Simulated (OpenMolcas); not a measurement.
Te⁺: effect of the active space

```
Program             : OpenMolcas 26.06
Method              : CASSCF
Basis               : ANO-R1
Scalar Hamiltonian  : X2C, finite nucleus
Spin-orbit coupling : state interaction with AMFI integrals over the reference wave functions, term energies averaged over their components
```

A. 3 electrons in 3 orbitals (5p); 2S+1 = 4 odd, 1 root; 2S+1 = 2 odd, 8 roots; cost about 2.3 core-seconds
B. 5 electrons in 4 orbitals (5s 5p); 2S+1 = 4 odd, 1 root; 2S+1 = 2 odd, 8 roots; 2S+1 = 4 even, 3 roots; 2S+1 = 2 even, 9 roots; cost roughly 9 core-seconds

Energies in eV above 5s2 5p3 4S* 3/2, the measured ground level; measured values from NIST Handbook of Basic Atomic Spectroscopic Data.

```json
{"Level": "5s2 5p3 4S* 3/2", "A": "0.0000", "B": "0.0000", "Measured": "0.0000"}
{"Level": "5s2 5p3 2D* 3/2", "A": "1.7765", "B": "1.7225", "Measured": "1.2674"}
{"Level": "5s2 5p3 2D* 5/2", "A": "1.9898", "B": "2.0044", "Measured": "1.5401"}
{"Level": "5s2 5p3 2P* 1/2", "A": "3.2455", "B": "2.7918", "Measured": "2.5475"}
{"Level": "5s2 5p3 2P* 3/2", "A": "3.5525", "B": "3.1660", "Measured": "2.9796"}
```

Deviations, from unrounded energies. A percentage is the sum of absolute deviations over the sum of measured energies, with the sign that they share, or ± where signs differ.

```
                        Against measurement  Levels      A      B
             mean absolute deviation (cm-1)       4   4500   2700
other terms of the ground configuration (%)       4  +26.8  +16.2
```

B lies closest to measurement on these levels. The largest miss of B in the table is 5s2 5p3 2D* 5/2, by +3700 cm-1. The ranking rests on the paired levels alone, and a cruder setting can come out closer through cancelling errors.

Between A and B the level of the table that moves most is 5s2 5p3 2P* 1/2, by 3700 cm-1 (lowest in B, highest in A).

With the s shell closed, the reference lacks s² → p² mixing (holds for A). Measured partners are found by configuration, term and J. A level has none where our copy of the source lacks it or the pairing is in doubt (some pairs that miss far off the trend of their configuration count as doubtful), and it then counts in no deviation. Only configurations of the active space appear. The table leaves out levels that lie high or whose names do not pair safely across all columns.

* marks odd parity.
